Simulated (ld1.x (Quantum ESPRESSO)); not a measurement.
Transferability test, ultrasoft potential for Si

silicon, ultrasoft, made with ld1.x (Quantum ESPRESSO) 7.5 (BLYP, scalar-relativistic). Core [Ne], reference 3s1 3p3. Waves: 3s (bound): rcut 1.50, rcutus 1.85 bohr; 3s channel at 0.75 Ry: rcut 1.50, rcutus 1.85 bohr; 3p (bound): rcut 1.80, rcutus 2.10 bohr; 3p channel at 0.25 Ry: rcut 1.80, rcutus 2.10 bohr. Local part: all-electron potential smoothed inside 1.70 bohr (lloc = -2). Core correction: Bessel-smoothed model core inside 1.00 bohr. Augmentation charge: PSQ, radius 1.30 bohr.

Energies are relative to the spin-unpolarised reference configuration 3s1 3p3; without spin polarisation the order of configurations can differ from experiment. The frozen-core shift is the all-electron ΔE with the core orbitals held at their reference shape minus the fully relaxed ΔE.

```csv
valence configuration,charge,ΔE all-electron (eV),error AE − PS (meV),frozen-core shift (meV)
3s2 3p2,0,-6.852,-1.0,+0.7
3s2 3p0,+2,16.627,+5.6,+7.6
3s2 3p1.5,+0.5,-4.007,-0.6,+0.4
3s1 3p0,+3,50.631,-3.8,+56
3s2 3p2.3,-0.3,-7.737,-1.0,+0.8
```

Q: What are ΔE and the potential's error for 3s2 3p1?

A: ΔE = 0.738 eV all-electron; the error (AE − PS) is +0.5 meV.

Q: What are ΔE and the potential's error for 3s1 3p2?

A: ΔE = 8.193 eV all-electron; the error (AE − PS) is -0.2 meV.
